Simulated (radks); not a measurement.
Problem. I, configuration [Kr] 4d9 5s2 5p6 (not the ground configuration). All-electron calculation, scalar-relativistic Kohn-Sham, PBEsol, spin-polarised, spherical densities, finite nucleus; open shells are filled with parallel spins first (spin-orbit coupling, left out, can overturn this in heavy ions); Fermi nuclear charge, rms radius 4.75 fm. Program: a radial shooting solver on a logarithmic mesh with Libxc functionals. Some entries of the table are withheld. Estimate them.

| orbital | occ. | eigenvalue (hartree) | <r> (bohr) | r(max) (bohr) |
|---|---|---|---|---|
| 1s up | 1 | -1211.817 | 0.02723 | 0.01755 |
| 1s down | 1 | -1211.816 | 0.02723 | 0.01755 |
| 2s up | 1 | -187.5566 | 0.1172 | 0.09916 |
| 2s down | 1 | -187.5437 | 0.1172 | 0.09916 |
| 2p up | 3 | -168.4101 | 0.1025 | 0.07950 |
| 2p down | 3 | -168.4000 | 0.1025 | 0.07949 |
| 3s up | 1 | -38.11493 | 0.3142 | 0.2858 |
| 3s down | 1 | -38.10784 | 0.3142 | 0.2858 |
| 3p up | 3 | -31.91124 | 0.3122 | 0.2795 |
| 3p down | 3 | -31.90333 | 0.3122 | 0.2795 |
| 3d up | 5 | -22.61628 | 0.2886 | 0.2316 |
| 3d down | 5 | -22.60475 | 0.2886 | 0.2316 |
| 4s up | 1 | -6.92444 | 0.7365 | 0.6791 |
| 4s down | 1 | -6.88559 | 0.7365 | 0.6789 |
| 4p up | 3 | -4.96621 | 0.7862 | 0.7128 |
| 4p down | 3 | -4.92759 | 0.7864 | 0.7126 |
| 4d up | 5 | -2.09968 | 0.9031 | 0.7718 |
| 4d down | 4 | -2.06334 | 0.9049 | 0.7719 |
| 5s up | 1 | -0.71212 | 1.893 | 1.657 |
| 5s down | 1 | -0.70374 | 1.902 | 1.663 |
| 5p up | 3 | (1) | 2.340 | 1.944 |
| 5p down | 3 | (2) | 2.354 | 1.953 |

Solution. 
(1) 5p up eigenvalue (hartree): -0.30172
(2) 5p down eigenvalue (hartree): -0.29756
